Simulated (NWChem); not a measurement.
CH7BN2O; SMILES COB(N)N

```xyz
12

B      0.0256    -0.5200    -0.0001
O      0.7154     0.6782    -0.0003
C      0.0546     1.9010    -0.0003
H     -0.5825     2.0380     0.8951
H      0.8013     2.7101    -0.0013
H     -0.5842     2.0371    -0.8946
N     -1.3968    -0.5592    -0.0006
H     -1.9752     0.2666     0.0024
H     -1.9242    -1.4189     0.0013
N      0.8185    -1.6968     0.0006
H      0.4522    -2.6355    -0.0028
H      1.8259    -1.6383    -0.0023
```
Atoms are numbered in this order, from 1.

Level: PBE0/def2-SVP (NWChem), optimised geometry, unscaled harmonic frequencies. 

List the harmonic frequencies with IR intensities, and the thermochemistry.


```
frequency (cm⁻¹)  IR intensity (km/mol)
----------------  ---------------------
98                                  1.8
119                                 1.0
146                                19.3
238                               345.4
240                                 2.3
351                                35.3
362                                 1.0
478                                 3.8
529                                 0.1
633                                24.4
808                                 2.8
842                                 1.5
897                                 1.9
1179                               31.8
1181                                0.6
1220                               18.2
1389                              286.8
1409                              258.5
1474                                4.3
1482                               19.3
1496                               39.2
1588                              190.4
1602                              299.2
2995                               69.0
3064                               55.3
3130                               32.5
3670                               59.0
3673                               14.0
3775                               29.9
3784                               31.7
```

The zero-point energy is 62.7 kcal/mol and the thermal correction to the enthalpy at 298.15 K (with zero-point energy) is 68.0 kcal/mol. The heat capacity Cv comes out as 24.8 cal/(mol K). The entropy at 298.15 K and 1 atm (symmetry number 1) is 82.1 cal/(mol K) and the dipole moment is 1.65 D.

Rigid rotor and harmonic oscillator; modes under 100 cm⁻¹ make the entropy uncertain.
